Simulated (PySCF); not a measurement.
Exercise with solution: chemical shift, span and skew from a shielding tensor

C₂H₃O₃, SMILES COC([O])=O (connectivity only; charge and spin as stated), charge -1, multiplicity 1. Atoms are numbered in the order given.

```xyz
8

C      0.0205     1.7834     0.0000
O      0.7238     0.5662     0.0000
C     -0.0614    -0.6682     0.0000
O      0.6669    -1.6693     0.0000
O     -1.2998    -0.5262     0.0000
H     -1.0638     1.5914     0.0000
H      0.2910     2.3759     0.8960
H      0.2910     2.3759    -0.8960
```
Charge -1, spin multiplicity 1.

The structure is a stationary point at TPSSh-D3(BJ)/def2-SVPD. The geometry has at least one imaginary mode, so it is a saddle point at that level. The multiplicity is an assumed one; other spin states were not compared. The isomer is the one that the SMILES or the coordinates give; other isomers of the formula were not compared.

GIAO shieldings from B3LYP/pcSseg-1 run with PySCF, non-relativistic, no solvent. The symmetric part of the tensor of C1 has the principal values 95.1, 109.0, 177.5 ppm. The same nucleus in TMS has σ = 181.3 ppm at this level (PySCF, at its B3LYP-D3(BJ)/def2-TZVP geometry).

**Question.** Work out the isotropic shielding, the ¹³C shift against TMS, the span and the skew.

**Answer.** 
σ(iso) = (σ11 + σ22 + σ33)/3 = 127.2 ppm. δ = σ(ref) − σ(iso) = 181.3 − (127.2) = 54.1 ppm.
Span Ω = σ33 − σ11 = 82.4 ppm. Skew κ = 3(σ(iso) − σ22)/Ω = 0.66. Tumbling in solution averages the tensor to δ; in a static solid the shielding alone would spread this spin-1/2 line over Ω.
